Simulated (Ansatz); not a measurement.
Isolated molecules relaxed with PBE0-D4/def2-TZVP in Ansatz; ΔE leaves out vibrations. CBS: MP2 limit from def2 TZ/QZ plus the TZ coupled-cluster correction, frozen cores. This one scheme is used for every species. DFT in def2-TZVPP. One conformer a species, not always the lowest.

Reaction (ligand exchange at the Si–S bond): `CO[Si](F)(F)S` + CH₃NH₂ → `CN[Si](F)(F)OC` + H₂S

| level | ΔE (kJ/mol) |
| --- | --- |
| r2SCAN | -14.5 |
| HF/def2-QZVPP | -28.3 |

Problem. What does CCSD(T)/CBS give? (An estimate is asked.)

Solution. Ansatz gave: -18.8 kJ/mol. The listed levels differ from it by 4.3, -9.5 kJ/mol.

Largest T1 diagnostic among the species: 0.012.

In def2-TZVPP, CCSD(T) changes the Hartree–Fock value by +6.3 kJ/mol (the triples alone add +2.3 kJ/mol) and MP2 by +9.2 kJ/mol. From PBE to PBE0 (25 % exact exchange), in def2-TZVPP and without D4, ΔE moves by −4.6 kJ/mol.
